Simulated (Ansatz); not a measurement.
CH5FOSSi (`CS[SiH](O)F`), relaxed with RKS PBE-D4/def2-SVP in Ansatz 0.2.0 from a rough embedded geometry. The force threshold is 0.03 eV/Å; the program also tests the step.

Charge 0, multiplicity 1.

Start:

```xyz
10

C    -1.153   -1.313    0.419
S     0.198   -0.454    1.111
Si    0.804    0.744   -0.507
O     2.030    1.795    0.000
F    -0.413    1.631   -0.995
H    -1.620   -2.030    1.174
H    -0.883   -1.952   -0.457
H    -1.975   -0.670    0.078
H     1.315   -0.037   -1.667
H     1.698    2.287    0.843
```

| step | energy (eV) | largest force (eV/Å) | largest move (Å) |
| --- | --- | --- | --- |
| 1 | -24573.3539 | 2.295 | 0.000 |
| 2 | -24573.5655 | 1.350 | 0.064 |
| 3 | -24573.6409 | 0.649 | 0.153 |
| 4 | -24573.6559 | 0.332 | 0.074 |
| 5 | -24573.6636 | 0.164 | 0.102 |
| 6 | -24573.6657 | 0.057 | 0.060 |
| 7 | -24573.6667 | 0.021 | 0.033 |
| 8 | -24573.6674 | 0.045 | 0.045 |
| 9 | -24573.6678 | 0.027 | 0.020 |
| 10 | -24573.6681 | 0.038 | 0.046 |
| 11 | -24573.6682 | 0.029 | 0.021 |

End:

```xyz
10

C    -1.213   -1.316    0.413
S     0.395   -0.655    1.022
Si    0.876    0.720   -0.547
O     1.898    1.881    0.058
F    -0.550    1.352   -1.063
H    -1.677   -1.844    1.268
H    -1.060   -2.037   -0.414
H    -1.875   -0.494    0.082
H     1.552    0.165   -1.754
H     1.653    2.229    0.934
```

Hardware: 4 threads of an Arm Neoverse V1 on a shared host. Wall time 13 s, peak host memory 0.18 GiB.
